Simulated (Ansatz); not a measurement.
Input for Ansatz (an electronic-structure program): U-CCSD(T)/def2-TZVPP on FISi (SMILES F[Si]I), a point of a bond scan (R = 1.932 Å). Elements past Kr take the def2 small-core potentials; no spin–orbit coupling. The run froze 15 orbitals, filled d shells among them.

Ansatz 0.2 input:
```yaml
crystal:
  periodic: [false, false, false]
  atoms:
    - {symbol: Si, position_ang: [0.72542197, 1.01948837, 1.18893518]}
    - {symbol: F, position_ang: [1.24802731, 2.39256515, -0.06557427]}
    - {symbol: I, position_ang: [-0.38875935, -0.63672280, -0.33842808]}
basis:
  gaussian:
    orbitals: def2-TZVPP
correlation: {method: ccsd_t, electrons: outside_noble_gas}
scf: {omitted_lower_state_checks: [cluster_reference]}
magnetization: {spin_polarized: true, initial_magnetization: 0}
```

The log:

```
WARN ansatz: RAYON_NUM_THREADS=1 ignored (pool sized by the plan → 1); use --threads N
Functional definition: HF
these checks for a lower state are left out or cut short: cluster_reference
integrals: 0.32 GiB planned
936 factors; integrals over basis functions are off by at most 9.8e-4 eV
mean field: 0.47 GiB planned
mean field evaluation 1: about -18640.2759 eV, gradient 2.4e1 eV
mean field evaluation 2: about -18640.2826 eV, gradient 2.4e1 eV
mean field evaluation 4: about -18642.8371 eV, gradient 1.7e0 eV
mean field evaluation 8: about -18642.8836 eV, gradient 1.2e-1 eV
mean field evaluation 16: about -18642.8704 eV, gradient 5.5e-1 eV
mean field evaluation 32: about -18642.8768 eV, gradient 5.2e-2 eV
mean field -18642.88445940 eV, -685.1133672819 hartree, gradient 2.3e-6 eV, S^2 0.031078; 4 other end points of the search recorded, 0 dependent functions left out
15 core orbitals not correlated
reference -18642.88445940 eV, -685.1133672819 hartree; 9, 9 occupied and 99, 99 virtual orbitals, 936 factors
second order -13.33155888 eV of doubles, -0.00000000 eV of singles
coupled cluster: 1.11 GiB planned
cycle   1  -13.37897034 eV  change   -4.7e-2 eV  update   1.2e-1
cycle   2  -13.75894457 eV  change   -3.8e-1 eV  update   4.9e-2
cycle   3  -13.89912841 eV  change   -1.4e-1 eV  update   3.0e-2
cycle   4  -13.90139294 eV  change   -2.3e-3 eV  update   1.3e-2
cycle   5  -13.89363568 eV  change    7.8e-3 eV  update   8.7e-3
cycle   6  -13.90237790 eV  change   -8.7e-3 eV  update   5.0e-3
cycle   7  -13.90412283 eV  change   -1.7e-3 eV  update   2.5e-3
cycle   8  -13.90395477 eV  change    1.7e-4 eV  update   1.0e-3
cycle   9  -13.90470419 eV  change   -7.5e-4 eV  update   4.6e-4
cycle  10  -13.90471795 eV  change   -1.4e-5 eV  update   1.8e-4
cycle  11  -13.90467382 eV  change    4.4e-5 eV  update   7.4e-5
cycle  12  -13.90475414 eV  change   -8.0e-5 eV  update   3.3e-5
cycle  13  -13.90475070 eV  change    3.4e-6 eV  update   1.4e-5
coupled cluster: 1.11 GiB planned
perturbative correction -0.59724330 eV, -0.0219482863 hartree
Total energy: -18657.38645339 eV, -685.6463057313 hartree
Checks for a lower state left out: cluster_reference
```

The calculation finished and met its thresholds.

Cost: around 40 core-seconds (rough).
